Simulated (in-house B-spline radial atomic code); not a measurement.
Radial electron density of neutral cobalt, [Ar] 3d7 4s2. Computed with a B-spline radial code for spherical atoms: non-relativistic wB97X, spin-polarised, spherical fractional occupations, point nucleus.

Caution: exact exchange at fractional occupations of open shells leaves self-interaction of up to several eV.

Columns: r (bohr), 4πr²n(r) (electrons per bohr), bar.

```
 0.00251   0.9252 #
 0.00307    1.343 ##
 0.00377     1.95 ##
 0.00462    2.797 ###
 0.00566    3.969 #####
 0.00693    5.556 #######
 0.00849    7.666 #########
  0.0104    10.38 #############
  0.0128    13.82 #################
  0.0156    17.66 #####################
  0.0192    22.07 ###########################
  0.0235     26.3 ################################
  0.0288    29.89 ####################################
  0.0353    32.06 #######################################
  0.0432    32.29 #######################################
  0.0529    30.58 #####################################
  0.0649    27.79 #################################
  0.0795    25.67 ###############################
  0.0974       26 ###############################
   0.119    29.28 ###################################
   0.146    33.99 #########################################
   0.179    36.52 ############################################
    0.22    33.81 #########################################
   0.269    26.42 ################################
    0.33    18.35 ######################
   0.404    14.51 #################
   0.495    15.67 ###################
   0.607    18.17 ######################
   0.744    17.86 ######################
   0.912    13.97 #################
    1.12    8.829 ###########
    1.37    4.932 ######
    1.68    2.728 ###
    2.06    1.704 ##
    2.52    1.173 #
    3.09   0.7781 #
    3.78   0.4525 #
    4.64   0.2062 
    5.68  0.06786 
    6.96  0.01483 
    8.53 0.002059 
    10.5 0.0001612
```

On this grid the curve has 3 maxima, near 0.0432, 0.179, 0.607 bohr.

The 3d up radial function P(r) = rR(r), positive near the nucleus:

```tsv
r (bohr)	P
0.0192	0.001122
0.0288	0.003486
0.0432	0.01043
0.0649	0.02965
0.0974	0.07789
0.146	0.184
0.22	0.3817
0.33	0.6563
0.495	0.9068
0.744	0.9647
1.12	0.7729
1.68	0.4726
2.52	0.2145
3.78	0.06618
5.68	0.01123
```
